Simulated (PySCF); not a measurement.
**TeH: one state, many levels of theory**

State: ²Π (doublet), unpaired electrons π ↑. Set-up: PySCF, scalar-relativistic core potentials, basis sets Te def2-TZVP with ECP28, H def2-TZVP. De refers to Te + H in their high-spin ground configurations, without counterpoise correction. The functionals are run spin-unrestricted. A positive dipole means Te(−)H(+).

```json
{"Level": "UHF", "Re (Å)": "1.646", "ωe (cm⁻¹)": "2260", "De (eV)": "1.88", "μ (D)": "0.22"}
{"Level": "UHF-MP2", "Re (Å)": "1.643", "ωe (cm⁻¹)": "2233", "De (eV)": "2.64", "μ (D)": "n/a"}
{"Level": "UHF-SCS-MP2", "Re (Å)": "1.648", "ωe (cm⁻¹)": "2212", "De (eV)": "2.71", "μ (D)": "n/a"}
{"Level": "UHF-CCSD", "Re (Å)": "1.652", "ωe (cm⁻¹)": "2172", "De (eV)": "2.75", "μ (D)": "n/a"}
{"Level": "UHF-CCSD(T)", "Re (Å)": "1.656", "ωe (cm⁻¹)": "2147", "De (eV)": "2.79", "μ (D)": "n/a"}
{"Level": "PBE", "Re (Å)": "1.674", "ωe (cm⁻¹)": "2071", "De (eV)": "2.98", "μ (D)": "0.11"}
{"Level": "BLYP", "Re (Å)": "1.680", "ωe (cm⁻¹)": "2038", "De (eV)": "3.01", "μ (D)": "0.05"}
{"Level": "r²SCAN", "Re (Å)": "1.660", "ωe (cm⁻¹)": "2139", "De (eV)": "2.96", "μ (D)": "0.17"}
{"Level": "r²SCANh", "Re (Å)": "1.656", "ωe (cm⁻¹)": "2161", "De (eV)": "2.94", "μ (D)": "0.18"}
{"Level": "PBE0", "Re (Å)": "1.659", "ωe (cm⁻¹)": "2156", "De (eV)": "2.91", "μ (D)": "0.16"}
{"Level": "BHandHLYP", "Re (Å)": "1.649", "ωe (cm⁻¹)": "2206", "De (eV)": "2.90", "μ (D)": "0.15"}
{"Level": "CAM-B3LYP", "Re (Å)": "1.655", "ωe (cm⁻¹)": "2174", "De (eV)": "3.00", "μ (D)": "0.14"}
```

(1) Which functional lies closest to UHF-CCSD(T) in De, which farthest, and by how much do they differ from it?

(2) What does a quarter of exact exchange do here, going from PBE to PBE0?

(3) What does the step from GGA to meta-GGA do here, going from PBE to r²SCAN?

Correlated steps freeze 4 core orbitals. Spin–orbit coupling is left out, which matters for elements this heavy, above all for dissociation energies. The state was picked by a PBE0 search and need not be the measured ground state.

The whole job (state search and all levels along the bond) took about 2 min on 1 thread of AMD EPYC 7R43 64-Core (shared host), peak memory 0.8 GiB.

## Answers

(1) Closest is BHandHLYP (-0.7 pm in Re, +2.7 % in ωe, +0.11 eV in De against UHF-CCSD(T) in the same basis), farthest BLYP (+2.4 pm in Re, -5.1 % in ωe, +0.22 eV in De). CCSD(T) converges more slowly with the basis than the functionals do and binds too weakly in this one, so the order can change at the basis-set limit.

(2) PBE0 less PBE: -1.5 pm in Re, +4.1 % in ωe, -0.07 eV in De. Exact exchange removes part of the self-interaction that spreads semilocal densities, and in most molecules shortens and stiffens the bond and lowers De; so it does here.

(3) r²SCAN less PBE: -1.4 pm in Re, +3.3 % in ωe, -0.02 eV in De.
